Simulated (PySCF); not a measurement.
**Computed structure and properties of [Ta3]+**

System: [Ta3]+ (triplet); start: template (D3h). Method: PySCF 2.14.0, UKS PBE0, Ta def2-SVP with ECP60; non-relativistic Hamiltonian with scalar-relativistic core potentials where named; density fitting; no spin-orbit coupling.

Input of the relaxation:

```python
mol = gto.M(atom='''
Ta     1.47133     0.00001    -0.00000
Ta    -0.73567     1.27420    -0.00000
Ta    -0.73566    -1.27421     0.00000''',
    basis={'Ta': 'def2-SVP'},
    ecp={'Ta': 'def2-SVP'},
    charge=1, spin=2)
mf = dft.UKS(mol, xc='PBE0')
mf.grids.atom_grid = (50, 194)
mf = mf.density_fit()  # fitting sets: Ta def2-universal-JKFIT
mf.conv_tol = 1e-08; mf.max_cycle = 55
mf.kernel(dm0)  # dm0: converged density of the start geometry
# quasi-Newton relaxation in Cartesian coordinates to a largest gradient under 0.00045 Eh/bohr, steps kept in the point group
```

Run from Python with OMP_NUM_THREADS=2; the lines above give its settings. Where DIIS fails, smearing, a level shift and second-order steps follow.
It took 28 s on 2 threads of Arm Neoverse V2, on a shared host, from the converged density of the start.

Course of the relaxation:

| step | energy above end (eV) | largest force component within the symmetry (eV/Å) |
| --- | --- | --- |
| 0 | 0.1929 | 1.986 |
| 1 | 0.0643 | 1.233 |
| 2 | 0.0048 | 0.368 |
| 3 | 0.0001 | 0.039 |
| 4 | 0.0000 | 0.001 |

Relaxed geometry (D3h):

```xyz
3

Ta    1.4115    0.0000    0.0000
Ta   -0.7057    1.2224    0.0000
Ta   -0.7057   -1.2224    0.0000
```

```csv
contact,Å
Ta3–Ta2,2.445
Ta2–Ta1,2.445
Ta3–Ta1,2.445
```

On the finer grid (75, 302):

```
HOMO                                                          : -9.22 eV
LUMO                                                          : -7.06 eV
Dipole about the centre of mass                               : 0.18 D
Spin squared                                                  : 2.445
Set of Mulliken populations of Ta1 outside the core potential : s 2.99, p 6.05, d 3.59, f 0.03
D3(BJ) dispersion energy (not in the energies)                : -0.127 eV
```

| atom | Mulliken (e) | Löwdin (e) | spin (e) |
| --- | --- | --- | --- |
| Ta1 | 0.34 | 0.34 | 1.12 |
| Ta2 | 0.31 | 0.32 | -0.25 |
| Ta3 | 0.34 | 0.34 | 1.13 |

The state is spin-contaminated.

On the grid (50, 194), as all that follows. Harmonic modes: a minimum; lowest 166 cm⁻¹ (negative: unstable), highest 248 cm⁻¹, zero-point energy 0.038 eV.

One start shape was tried, so this needn't be the lowest isomer.

Open shells may have lower solutions than the one found.
